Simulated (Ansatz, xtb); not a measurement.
# Relative energy of two isomers of C6H6BN

We compare I, `BC1=CC(C#N)=CC1`, a singlet, with II, `BC1=CC=C(C#N)C1`, a singlet. Both are isolated molecules in the gas phase, relaxed with PBE0-D3(BJ)/def2-SVP; the shapes shown needn't be the lowest conformers.

I (Å):

```xyz
14

C    -0.6462    0.3630   -1.7816
C    -0.3368    0.2838   -0.4514
C     1.0528    0.6665   -0.2344
C     1.7063    0.6973    1.0331
C     1.6127    0.9862   -1.4359
C     0.5931    0.8214   -2.4993
B    -2.0124    0.0375   -2.3859
N     2.2258    0.7185    2.0694
H    -2.2066    0.1350   -3.5766
H    -2.9118   -0.3215   -1.6615
H    -1.0179   -0.0198    0.3456
H     2.6425    1.3103   -1.5911
H     0.9204    0.0964   -3.2690
H     0.4274    1.7645   -3.0548
```

II (Å):

```yaml
atoms:
  - { symbol: C, position_ang: [-0.6390, 0.7896, -1.8274] }
  - { symbol: C, position_ang: [0.3432, 0.2869, -2.6437] }
  - { symbol: C, position_ang: [1.5056, -0.0906, -1.8772] }
  - { symbol: C, position_ang: [1.2578, 0.1758, -0.5610] }
  - { symbol: C, position_ang: [2.1440, -0.0495, 0.5235] }
  - { symbol: C, position_ang: [-0.1145, 0.7524, -0.4220] }
  - { symbol: B, position_ang: [-2.0072, 1.2882, -2.2987] }
  - { symbol: N, position_ang: [2.8539, -0.2257, 1.4252] }
  - { symbol: H, position_ang: [-2.8207, 1.7191, -1.5140] }
  - { symbol: H, position_ang: [-2.2761, 1.2488, -3.4771] }
  - { symbol: H, position_ang: [0.2603, 0.1845, -3.7276] }
  - { symbol: H, position_ang: [2.4272, -0.5163, -2.2752] }
  - { symbol: H, position_ang: [-0.0894, 1.7561, 0.0407] }
  - { symbol: H, position_ang: [-0.7489, 0.1389, 0.2439] }
```

Quicker runs give these differences E(II) − E(I): GFN2-xTB −2.07 kcal/mol; HF/STO-3G −0.03 kcal/mol (at GFN2-xTB geometries); r2SCAN-D4/def2-SVP −2.38 kcal/mol (at GFN2-xTB geometries).

Problem. Estimate E(II) − E(I) at the level CCSD(T)/def2-SVP + ΔMP2/def2-TZVPP.

Solution. Too close to call at this level: CCSD(T)/def2-SVP + ΔMP2/def2-TZVPP gives E(II) − E(I) = −1.25 kcal/mol.

How the difference moves with the method:

```
                             level              geometry  E(II) − E(I) (kcal/mol)  departure from the last row (kcal/mol)  job, with rough time for the two
                          GFN2-xTB              GFN2-xTB                     −2.07                                   −0.82              optimisation, 0.16 s
                         HF/STO-3G              GFN2-xTB                     −0.03                                   +1.22              single point, 0.62 s
                r2SCAN-D4/def2-SVP              GFN2-xTB                     −2.38                                   −1.13                 single point, 4 s
              PBE0-D3(BJ)/def2-SVP  PBE0-D3(BJ)/def2-SVP                     −1.74                                   −0.49                optimisation, 47 s
                       HF/def2-SVP  PBE0-D3(BJ)/def2-SVP                     −0.34                                   +0.91           part of the CCSD(T) run
                      MP2/def2-SVP  PBE0-D3(BJ)/def2-SVP                     −1.81                                   −0.56           part of the CCSD(T) run
                  CCSD(T)/def2-SVP  PBE0-D3(BJ)/def2-SVP                     −1.12                                   +0.13                      single point
CCSD(T)/def2-SVP + ΔMP2/def2-TZVPP  PBE0-D3(BJ)/def2-SVP                     −1.25                                                        single point, 69 s
```

As drawn, both hold the same kinds of bond in the same numbers.

HF/STO-3G, HF/def2-SVP find them nearly level. The largest departure from CCSD(T)/def2-SVP + ΔMP2/def2-TZVPP is that of HF/STO-3G, 1.22 kcal/mol. The last row adds to CCSD(T) the change of the MP2 difference between the two basis sets, here −0.13 kcal/mol.

With thermal terms from frequencies at re-optimised GFN2-xTB minima (ideal gas, soft modes damped towards free rotors, one conformer each, 298.15 K, 1 atm): the zero-point term adds +0.10 kcal/mol; ΔH is −1.15 and ΔG −1.18 kcal/mol.

The correlated steps freeze 8 core orbitals. Codes used: Ansatz 0.2.0, xtb 6.7.1; the last row on 2 threads of Intel(R) Xeon(R) 6975P-C (Granite Rapids) on a shared host.
